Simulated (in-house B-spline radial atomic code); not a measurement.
Configurations of Cs³⁺, with energies counted from [Kr] 4d10 5s2 5p4. All numbers are computed (scalar-relativistic (X2C) r2SCAN0, spin-polarised, spherical fractional occupations, exact exchange averaged over the configuration; Fermi nucleus of rms radius 4.8041 fm) with an all-electron radial atomic-structure program (B-spline basis), not measured. Shells without spins written out take the highest spin.

Occupations are held fixed; configurations that lie above the ionisation limit could autoionise.

```csv
configuration,E - E(ref) (eV),highest orbital,its <r> (bohr)
[Kr] 4d10 5s2 5p3 6p1,24.037,6p up,4.14
[Kr] 4d10 5s2 5p3 5f1,30.795,5f up,4.888
[Kr] 4d9 5s2 5p5,68.538,5p down,1.87
[Kr] 4d9 5s2 5p4 5d1,86.818,5d up,2.426
[Kr] 4d9 5s2 5p4 6d1,100.88,6d up,5.245
```

Q: Order these further configurations by energy, lowest first.
A. [Kr] 4d10 5s1 5p4 6f1
B. [Kr] 4d9 5s2 5p4 6f1
C. [Kr] 4d9 4f1 5s2 5p4
D. [Kr] 4d10 5s1 5p4 6p1
E. [Kr] 4d10 5s1 5p4 6d1

A: D (39.153 eV), E (44.718 eV), A (50.35 eV), C (86.986 eV), B (106.46 eV).

Q: How far above the reference does [Kr] 4d10 5s2 5p3 6d1 lie?

A: 29.55 eV; its least bound orbital is 6d up with <r> = 5.341 bohr.
